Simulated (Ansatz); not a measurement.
AlH8NOSi2, SMILES `[NH2][AlH][O][SiH2][SiH3]`, relaxed with RKS PBE0-D4/def2-TZVP in the Gaussian-basis code of Ansatz from a PBE-D4/def2-SVP geometry. The force threshold is 0.005 eV/Å; the program also tests the step.

The species carries charge 0 and has multiplicity 1.

Start:

```xyz
13

N     0.738    1.739    1.457
Al   -0.149    2.165   -0.025
O    -0.528    0.918   -1.155
Si   -0.568   -0.694   -1.569
Si    0.041   -2.022    0.289
H     1.096    0.813    1.703
H     0.970    2.409    2.194
H    -0.602    3.653   -0.324
H     0.384   -0.969   -2.708
H    -1.952   -1.081   -2.024
H     1.384   -1.575    0.816
H    -0.958   -1.871    1.409
H     0.143   -3.485   -0.064
```

| step | energy (eV) | largest force (eV/Å) | largest move (Å) |
| --- | --- | --- | --- |
| 1 | -26011.6290 | 0.726 | 0.000 |
| 2 | -26011.6862 | 0.521 | 0.034 |
| 3 | -26011.6987 | 0.074 | 0.031 |
| 4 | -26011.7002 | 0.044 | 0.026 |
| 5 | -26011.7007 | 0.038 | 0.019 |
| 6 | -26011.7015 | 0.026 | 0.055 |
| 7 | -26011.7017 | 0.033 | 0.035 |
| 8 | -26011.7019 | 0.024 | 0.031 |
| 9 | -26011.7020 | 0.024 | 0.007 |
| 10 | -26011.7020 | 0.014 | 0.008 |
| 11 | -26011.7020 | 0.010 | 0.006 |
| 12 | -26011.7021 | 0.001 | 0.005 |
| 13 | -26011.7021 | 0.004 | 0.011 |
| 14 | -26011.7021 | 0.004 | 0.007 |
| 15 (rejected) | -26011.7021 | 0.005 | 0.008 |
| 16 | -26011.7021 | 0.003 | 0.004 |

End:

```xyz
13

N     0.806    1.832    1.418
Al   -0.176    2.157   -0.006
O    -0.545    0.873   -1.043
Si   -0.546   -0.683   -1.516
Si   -0.009   -2.095    0.282
H     1.196    0.938    1.669
H     1.062    2.528    2.099
H    -0.712    3.600   -0.323
H     0.447   -0.887   -2.610
H    -1.886   -1.051   -2.052
H     1.294   -1.684    0.883
H    -1.041   -2.015    1.353
H     0.110   -3.513   -0.155
```

Run time 71 s (4 threads of an Arm Neoverse V1 on a shared host); peak host memory 0.69 GiB.
